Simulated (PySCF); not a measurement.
Job for PySCF: R-B3LYP/3-21G on H2INTe (SMILES N[Te]I), a point of a torsion scan.

```python
from pyscf import gto, scf, dft, mp
from pyscf.data.elements import chemcore

mol = gto.M(
    atom='''
    N    -0.90828261    0.02615302    0.12496115
    Te    0.47763252    1.42708653   -0.25216746
    I     0.90828675    1.07471337   -2.89472440
    H    -0.63168608   -0.92533127   -0.06621466
    H    -1.81337637    0.18692017   -0.29232173
    ''',
    basis='3-21g',
    charge=0, spin=0, verbose=3, max_memory=1800)
mf = dft.RKS(mol, xc='b3lyp')
mf.conv_tol = 1e-8
mf.max_cycle = 100
mf.kernel()
if not mf.converged:
    mf = mf.newton().run(mf.mo_coeff, mf.mo_occ)
```

Question: What total energy does the run end on?

Answer: -13531.0295 hartree.
